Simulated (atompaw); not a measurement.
## Logarithmic derivatives: N (Z = 7), PAW (atompaw)

- Element: nitrogen
- Generator: atompaw 4.2.0.5
- Type: PAW
- Functional: PBE
- Relativity: non-relativistic
- Frozen core: [He]
- Valence charge: 5
- Reference configuration: 2s2 2p3
- Partial waves: 2s (bound): rc 1.65 bohr; 2s channel at -0.45 Ry: rc 1.00 bohr; 2p (bound): rc 1.65 bohr; 2p channel at 0.3 Ry: rc 1.65 bohr; 3d channel at 0.1 Ry: rc 1.60 bohr; 3d channel at 2.05 Ry: rc 1.65 bohr
- Local potential: troulliermartins scheme with l = 3 at 0 Ry, radius 1.10 bohr
- Core correction: smooth core density matched at 0.90 bohr
- Augmentation charge: besselshape compensation charge, radius 1.50 bohr; PAW radius 1.65 bohr; waves and projectors: custom polynom vanderbiltortho

The phase is arctan(r·u′/u) with u = r·R(r), unwrapped; energies in Ry, scanned from -3 to 5 Ry. A pole is an energy at which the radial function vanishes at the test radius. The pseudo phase is shifted by a multiple of π to meet the all-electron one at the reference energy, and phase errors are pseudo minus all-electron; the curves can meet again beyond the range given. Levels narrower than the energy grid can be missing from the lists of poles.

Question: For each channel, where are the poles, and over which energies does the pseudopotential scatter like the atom?

Answer:

```json
{"channel": "s", "radius (bohr)": "1.65", "reference energy (Ry)": "-1.36", "poles, all-electron": "0.33", "poles, pseudo": "0.33", "unbroken range about the reference energy with phases within 0.05 rad": "the whole range", "phase error 1 Ry above the reference energy (rad)": "+0.000"}
{"channel": "p", "radius (bohr)": "1.65", "reference energy (Ry)": "-0.52", "poles, all-electron": "0.96", "poles, pseudo": "0.96", "unbroken range about the reference energy with phases within 0.05 rad": "the whole range", "phase error 1 Ry above the reference energy (rad)": "+0.000"}
{"channel": "d", "radius (bohr)": "1.65", "reference energy (Ry)": "0.10", "poles, all-electron": "none", "poles, pseudo": "none", "unbroken range about the reference energy with phases within 0.05 rad": "the whole range", "phase error 1 Ry above the reference energy (rad)": "+0.000"}
```

Phases in the d channel:

```
E (Ry)  all-electron  pseudo
 -3.00         1.285   1.285
 -2.52         1.270   1.270
 -2.04         1.252   1.252
 -1.56         1.231   1.231
 -1.08         1.205   1.205
 -0.60         1.174   1.174
 -0.12         1.134   1.134
  0.36         1.083   1.083
  0.84         1.014   1.014
  1.32         0.915   0.915
  1.80         0.769   0.769
  2.28         0.538   0.538
  2.76         0.178   0.178
  3.24        -0.288  -0.288
  3.72        -0.706  -0.707
  4.20        -0.989  -0.990
  4.68        -1.167  -1.169
```
